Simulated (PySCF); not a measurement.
## Electron correlation in P⁺ (phosphorus, charge +1)

[Ne] 3s2 3p2, high-spin 3P determinant. Computed with PySCF 2.14 in Sapporo-DZP-2012, with the spin-free X2C one-electron Hamiltonian (Gaussian nucleus). Frozen: [Ne]; 4 electrons correlated.

MP2 pair energies summed by pair of shells (mhartree):

```tsv
pair	energy	share (%)
3s-3p	-30.41	60.9
3s-3s	-14.03	28.1
3p-3p	-5.49	11.0
```

Total MP2 correlation energy: -49.93 mhartree.

Same-spin part -8.41 and opposite-spin part -41.52 mhartree; SCS-MP2 scales them by 1/3 and 6/5 to -52.63 mhartree.

```tsv
level	correlation energy (mhartree)
CCSD	-72.22
(T)	-1.00
CCSD(T)	-73.22
```

Diagnostics: T1 = 0.0091, D1 = 0.0253, largest double amplitude 0.105.

Cost of the coupled-cluster step: 0.17 s of wall time on 1 thread of Neoverse-V1 (shared host), for 4 correlated electrons.
